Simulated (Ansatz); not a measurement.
Basis-set series for Cl2H4SiSn (`[SiH3][SnH]([Cl])[Cl]`). The species carries charge 0 and has multiplicity 1. Sn: def2 effective core potential. Geometry: relaxed with PBE0-D4/def2-TZVP.

| functional | basis | functions | energy (Eh) | HOMO (eV) | LUMO (eV) |
| --- | --- | --- | --- | --- | --- |
| PBE0-D4 | def2-TZVPP | 232 | -1426.31061 | -8.28 | -1.42 |
| PBE0-D4 | def2-QZVPP | 412 | -1426.34981 | -8.29 | -1.48 |
| ωB97M-V | def2-TZVPP | 232 | -1426.59856 | -10.30 | 0.44 |
| ωB97M-V | def2-QZVPP | 412 | -1426.63595 | -10.32 | 0.27 |

(1) Give the rows for def2-SVP. (Best estimate.)

Results:

(1) The calculation gave: 
| functional | basis | functions | energy (Eh) | HOMO (eV) | LUMO (eV) |
| --- | --- | --- | --- | --- | --- |
| PBE0-D4 | def2-SVP | 100 | -1425.87929 | -8.17 | -1.19 |
| ωB97M-V | def2-SVP | 100 | -1426.16791 | -10.15 | 0.82 |

Positive LUMOs are unbound and depend on the basis.

Program: Ansatz 0.2.0.
